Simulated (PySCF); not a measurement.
Excitations are Tamm–Dancoff values on a coarser integration grid. The basis has no diffuse functions, so Rydberg states are missing or too high.

Cartesian coordinates (Å):
SMILES: [OH][Ge]([OH])([OH])[F]
```xyz
8

O     -1.1729    -1.1102    -0.6033
Ge    -0.0050    -0.0042     0.0752
O     -0.3484     1.6282    -0.4395
O      1.6111    -0.4623    -0.4001
F     -0.1136    -0.0750     1.8029
H     -2.0740    -0.9149    -0.3208
H      0.2448     2.2743    -0.0391
H      1.8580    -1.3359    -0.0754
```
Charge 0, multiplicity 1.

### Question
What is the computed total energy, T1 excitation (TDA) and dipole moment (PySCF with r2SCAN-D4/def2-TZVP)?

### Answer

- total energy = -2404.4501 Ha
- T1 excitation (TDA) = 6.88 eV
- dipole moment = 0.53 D
